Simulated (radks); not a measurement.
Spherical quantum dot in the effective-mass picture: electrons in a parabolic well V = omega^2 r^2 / 2 with omega = 2.39, with a point charge +1 (a donor) at the centre, all in effective atomic units (hartree* = m*/eps^2 hartree, bohr* = eps/m* bohr), one dielectric constant everywhere. Calculated with a radial shooting solver with Libxc functionals: non-relativistic Kohn-Sham, LDA (Slater exchange, Perdew-Wang correlation), spin-polarised, spherical densities. Levels are named by radial order and angular momentum (1s, 1p, 1d, 2s, ...), and open shells are averaged over m. Results are scaled to m* = 0.296 and eps = 13.9, for which hartree* = 41.69 meV and bohr* = 2.485 nm.

N = 15, configuration 1s2 1p6 1d(up 5, down 0) 2s2. This is the lowest configuration that the search found. Occupied and some empty levels:

| level | occupation | eigenvalue (meV) | <r> (nm) |
|---|---|---|---|
| 1s up | 1 | 584.48 | 2.080 |
| 1s down | 1 | 588.96 | 2.047 |
| 1p up | 3 | 658.86 | 2.869 |
| 1p down | 3 | 665.39 | 2.860 |
| 2s up | 1 | 724.29 | 2.954 |
| 2s down | 1 | 729.07 | 2.977 |
| 1d up | 5 | 729.99 | 3.362 |
| 1d down | 0 | 736.91 | 3.368 |
| 1f up | 0 | 804.61 | 3.752 |
| 1f down | 0 | 811.25 | 3.766 |
| 2p up | 0 | 814.52 | 3.411 |
| 2p down | 0 | 818.99 | 3.422 |
| 1g up | 0 | 882.79 | 4.088 |
| 1g down | 0 | 888.84 | 4.106 |

Energy (meV): total 6850.87, kinetic 1598.6, external 2163.1, Hartree 3540.5, exchange-correlation -451.34.

Electron density:

| r (nm) | n(r) (e/nm^3) |
|---|---|
| 0.282 | 0.2168 |
| 0.596 | 0.1642 |
| 0.910 | 0.1244 |
| 1.22 | 0.09712 |
| 1.54 | 0.08042 |
| 1.85 | 0.07123 |
| 2.17 | 0.06590 |
| 2.48 | 0.06107 |
| 2.80 | 0.05459 |
| 3.11 | 0.04592 |
| 3.42 | 0.03571 |
| 3.74 | 0.02557 |
| 4.05 | 0.01674 |
| 4.37 | 0.009958 |
| 4.68 | 0.005417 |
| 4.99 | 0.002670 |
| 5.31 | 0.001205 |
| 5.62 | 0.0004933 |
| 5.94 | 0.0001855 |
| 6.25 | 0.00006368 |
